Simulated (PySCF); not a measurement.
## [Tm(NH2)2]+ at several levels of theory

Computed with PySCF 2.14.0 (density fitting, no spin-orbit coupling) at the geometry relaxed with PBE0:

```xyz
7
[Tm(NH2)2]+ (singlet in the valence; each metal's 4f electrons, 12 of them, lie in its core potential, out of spins and levels)
Tm    0.0000    0.0000   -0.2697
N     1.6115    0.1621    0.9699
H     1.5306    0.1668    1.9893
H     2.6079    0.2549    0.7640
N    -1.6115   -0.1621    0.9699
H    -1.5306   -0.1668    1.9893
H    -2.6079   -0.2549    0.7640
```

| level | basis | state | HOMO (eV) | gap (eV) | charge on Tm1 (e) | population of f-type functions on Tm1 (polarisation alone where 4f lies in the core) | dipole about the centre of mass (D) | largest force component (eV/Å) |
| --- | --- | --- | --- | --- | --- | --- | --- | --- |
| PBE0 | Tm lcecp-1-SVP with ECP58, N def2-SVP, H def2-SVP | singlet | -11.74 | 4.83 | 1.19 | 0.04 | 2.80 | 0.02 |
| BLYP | the same | singlet | -10.32 | 2.62 | 1.02 | 0.04 | 2.32 | 0.79 |
| CAM-B3LYP | the same | singlet | -13.11 | 6.87 | 1.17 | 0.04 | 2.97 | 0.14 |

In the lcecp rows the 4f levels are missing from HOMO and gap, and the state counts the valence alone.

Charges are Mulliken's, which hang on the basis. The relaxation used the grid (50, 194), these runs (75, 302) or, all-electron (x2c bases, spin-free X2C Hamiltonian), (99, 590).

Q: What does PBE0 with Tm lcecp-1-TZVP with ECP58, N def2-TZVP, H def2-TZVP give here?

A: state singlet, HOMO (eV) -11.76, gap (eV) 4.84, charge on Tm1 (e) 1.63, population of f-type functions on Tm1 (polarisation alone where 4f lies in the core) 0.04, dipole about the centre of mass (D) 3.04, largest force component (eV/Å) 0.31. Time: 13 s on 2 threads of Arm Neoverse N1, on a shared host, from free ions and atoms.

In the first row's basis the gap widens with exact exchange: 2.6 eV for BLYP (none); 4.8 eV for PBE0 (a fixed share); 6.9 eV for CAM-B3LYP (rising or full at long range).

An lcecp potential fixes the number of 4f electrons, so in runs with it no electron can move into or out of that shell.
